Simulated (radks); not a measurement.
Charge is removed step by step from the 5p level of Cs2+, starting from [Kr] 4d10 5s2 5p5. Method: scalar-relativistic Kohn-Sham, r2SCAN, spin-unpolarised, spherical densities, finite nucleus; meta-GGA in the generalised Kohn-Sham scheme; Fermi nuclear charge, rms radius 4.8041 fm; computed with a radial shooting solver on a logarithmic mesh with Libxc functionals.

removed (e)  E - E(0) (eV)  eigenvalue (eV)  E minus straight line (eV)
0                    0.000          -29.167                       0.000
0.1                  2.968          -30.212                      -0.478
0.2                  6.041          -31.263                      -0.852
0.3                  9.219          -32.319                      -1.121
0.4                 12.503          -33.382                      -1.283
0.5                 15.894          -34.451                      -1.339
0.6                 19.392          -35.526                      -1.288
0.7                 22.997          -36.606                      -1.129
0.8                 26.711          -37.692                      -0.862
0.9                 30.534          -38.783                      -0.485
1                   34.466          -39.880                       0.000

Removing the whole electron costs 34.466 eV by Delta-SCF, against 29.167 eV from minus the eigenvalue at the starting occupation. Slater's transition state (half an electron removed) gives 34.451 eV. Integrating minus the eigenvalue over the occupation (Janak's theorem) gives 34.475 eV. In this scalar-relativistic scheme the density is built from large components alone, so the theorem holds only approximately. The mean slope of the eigenvalue, de/dn, is 10.7 eV per electron. Ionisation energy of Cs2+ in the NIST Atomic Spectra Database: 33.195 eV (semi-empirical).

Beside tabulated values, note that spin-unpolarised runs miss the spin-polarisation part of the exchange energy of open shells.
